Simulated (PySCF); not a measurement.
ReF5, SMILES [F][Re]([F])([F])([F])[F] (connectivity only; charge and spin as stated), neutral, multiplicity 3.

Geometry: PBE0-D3(BJ)/def2-SVP. The multiplicity is an assumed one; other spin states were not compared. The def2 effective core potentials stand for the cores of Re; spin–orbit coupling is left out.

Level of theory: PySCF with PBE0-D3(BJ)/def2-SVP.

Frequencies are harmonic and unscaled.

Modes within 1.5 cm⁻¹ of each other (mostly degenerate sets) share a row, with their intensities summed.

```
mode   ν (cm⁻¹)  IR (km/mol)  moving atoms (share of kinetic energy)
-----  --------  -----------  --------------------------------------
1–2         156          0.9                                 F 100 %
3–4         170          0.0                                 F 100 %
5           212         17.7                         F 84 %, Re 16 %
6–7         220         37.2                         F 81 %, Re 19 %
8           679          0.0                                 F 100 %
9           690        237.7                         F 82 %, Re 18 %
10          761          0.0                                 F 100 %
11–12       764        250.0                         F 85 %, Re 15 %
```
